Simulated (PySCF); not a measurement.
Mean harmonic wavenumber (cm⁻¹) of eight halogen compounds: PBE-D3(BJ) beside B3LYP-D3(BJ), computed with PySCF for isolated molecules in the bases named; differences from unrounded values. The eight are the first of their class met in an unordered collection, after screening for sound electronic states; none was chosen by its value. Each level has its own optimised geometry.

```csv
molecule,basis,B3LYP-D3(BJ),PBE-D3(BJ),difference
"C5H4F2O, SMILES C=C=CO/C(F)=C\F",def2-SVP,1148,1112,-35
"2-bromopropane (C₃H₇Br), SMILES C(C)(C)Br",def2-SVP,1522,1483,-39
"C3H2Cl2F2, SMILES FC(F)C=C(Cl)Cl",def2-SVP,988,957,-32
"2-bromobut-1-en-3-yne (C4H3Br), SMILES C#CC(=C)Br",def2-SVP,1254,1216,-38
"Se(Br)(Me) (CH3BrSe), SMILES C[Se]Br",def2-SVP,1379,1343,-36
"C4H2BrF, SMILES F/C(C#C)=C/Br",def2-SVP,1075,1041,-34
"C2Cl3F, SMILES ClC(F)=C(Cl)Cl",def2-SVP,621,603,-18
"(E)-2-chloro-1,3,3-trifluoroprop-1-ene (C3H2ClF3), SMILES F/C=C(\C(F)F)Cl",def2-SVP,1027,993,-34
```

PBE-D3(BJ) lies below B3LYP-D3(BJ) in 8 and above it in 0 of the eight; the mean signed difference is -33 and the largest -39 cm⁻¹.
